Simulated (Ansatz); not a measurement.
`COc1ccc(-c2ccc(-c3ccc(-c4ccc(-c5ccc(-c6ccc(C(F)=C(F)F)cc6)cc5)cc4)cc3)cc2)cc1` with charge +1. The state is a doublet with charge 1. Geometry PBE-D4/def2-SVP.

```xyz
70

C     9.823    9.002   -5.612
O     9.486    8.806   -4.240
C     8.525    7.928   -3.911
C     8.258    7.791   -2.524
C     7.289    6.902   -2.083
C     6.529    6.116   -2.996
C     5.506    5.175   -2.526
C     4.427    4.770   -3.359
C     3.461    3.875   -2.913
C     3.508    3.322   -1.604
C     2.490    2.373   -1.134
C     1.703    1.617   -2.044
C     0.741    0.717   -1.598
C     0.505    0.511   -0.213
C    -0.509   -0.442    0.259
C    -1.622   -0.800   -0.548
C    -2.584   -1.700   -0.099
C    -2.492   -2.303    1.183
C    -3.509   -3.253    1.658
C    -3.726   -3.473    3.044
C    -4.689   -4.371    3.495
C    -5.497   -5.106    2.588
C    -6.518   -6.051    3.064
C    -7.649   -6.380    2.272
C    -8.620   -7.267    2.725
C    -8.505   -7.884    3.999
C    -9.554   -8.802    4.408
F   -10.543   -9.021    3.520
C    -9.685   -9.478    5.590
F    -8.830   -9.397    6.589
F   -10.688  -10.282    5.843
C    -7.371   -7.569    4.797
C    -6.412   -6.673    4.336
C    -5.281   -4.886    1.202
C    -4.317   -3.989    0.751
C    -1.378   -1.947    1.988
C    -0.418   -1.045    1.541
C     1.290    1.267    0.697
C     2.251    2.169    0.251
C     4.585    3.729   -0.771
C     5.551    4.624   -1.216
C     6.806    6.275   -4.379
C     7.785    7.154   -4.840
H     8.953    9.380   -6.190
H    10.194    8.062   -6.074
H    10.627    9.759   -5.624
H     8.833    8.411   -1.822
H     7.085    6.835   -1.005
H     4.325    5.202   -4.365
H     2.624    3.625   -3.581
H     1.880    1.710   -3.125
H     0.185    0.125   -2.339
H    -1.756   -0.327   -1.531
H    -3.450   -1.913   -0.741
H    -3.153   -2.896    3.784
H    -4.850   -4.478    4.577
H    -7.788   -5.900    1.293
H    -9.493   -7.491    2.098
H    -7.235   -8.036    5.780
H    -5.535   -6.474    4.968
H    -5.854   -5.464    0.463
H    -4.156   -3.883   -0.331
H    -1.242   -2.421    2.971
H     0.449   -0.830    2.183
H     1.113    1.171    1.778
H     2.804    2.761    0.994
H     4.688    3.298    0.235
H     6.388    4.876   -0.549
H     6.263    5.666   -5.116
H     7.980    7.230   -5.918
```

Single mean-field runs in def2-SVP are fitted with def2-universal-jkfit.

Problem. Estimate the α-spin orbital energies around the gap (eV) in Ansatz with PBE-D4/def2-SVP, PBE0-D4/def2-SVP.

Solution. 
| orbital | PBE-D4/def2-SVP | PBE0-D4/def2-SVP |
| --- | --- | --- |
| HOMO−5 | -8.71 | -9.83 |
| HOMO−4 | -8.67 | -9.66 |
| HOMO−3 | -8.47 | -9.61 |
| HOMO−2 | -7.94 | -8.98 |
| HOMO−1 | -7.48 | -8.43 |
| HOMO | -7.29 | -8.17 |
| LUMO | -5.04 | -4.55 |
| LUMO+1 | -4.59 | -3.95 |
| LUMO+2 | -4.00 | -3.27 |
| LUMO+3 | -3.86 | -3.18 |
| LUMO+4 | -3.75 | -2.99 |
| LUMO+5 | -3.61 | -2.81 |
| β HOMO | -7.36 | -7.91 |
| β LUMO | -7.17 | -7.32 |
